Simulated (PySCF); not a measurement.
Species: C7H13B.
SMILES with atom numbers: `[BH2:1][C@H:2]1[CH2:3][CH:4]=[CH:5][CH2:6][CH2:7][CH2:8]1`

Probes without a nucleus sit at each ring's centroid and 1 Å off its mean plane on both sides; NICS is minus the shielding there, NICSzz its component along the normal. Level: GIAO CAM-B3LYP/pcSseg-1 (PySCF, non-relativistic, gas phase) on the PBE0-D3(BJ)/def2-SVP geometry, one conformer.

Ring bond lengths (Å): C2–C3 1.535, C3–C4 1.505, C4–C5 1.339, C5–C6 1.504, C6–C7 1.530, C7–C8 1.525, C8–C2 1.531.

Task: What do the NICS probes read (ppm)?

Result: 
| ring | type | NICS(0) | NICS(1), two faces | NICS(1)zz, two faces | rms pucker (Å) | centre to ring atoms, mean (Å) |
| --- | --- | --- | --- | --- | --- | --- |
| C2–C3–C4–C5–C6–C7–C8 | 7-membered carbocycle; formal bonds 1 double, 6 single | -0.7 | -0.8 / -2.8 | 4.8 / 2.5 | 0.27 | 1.65 |

Task: What do they say, and how far can they be read as aromaticity?

Result: 
- C2–C3–C4–C5–C6–C7–C8: mean NICS(1)zz 3.6 ppm, deshielded. C2, C3, C6, C7, C8 have four or more neighbours, so the value isn't read as a sign of a π ring current.

Task: At the second NICS(1) probe listed for ring C2–C3–C4–C5–C6–C7–C8, 1 Å off the ring, what do the in-plane components average?

Result: The isotropic value is a third of the trace: (3 × -2.8 − (2.5))/2 = -5.4 ppm.

Task: How do the values depend on the level or the medium?

Result: 
```tsv
level	NICS(0), C2–C3–C4–C5–C6–C7–C8	mean NICS(1)zz, C2–C3–C4–C5–C6–C7–C8
CAM-B3LYP/pcSseg-1, gas	-0.7	3.6
PBE0/pcSseg-1, gas	-0.7	3.6
```

The geometry is the same throughout.
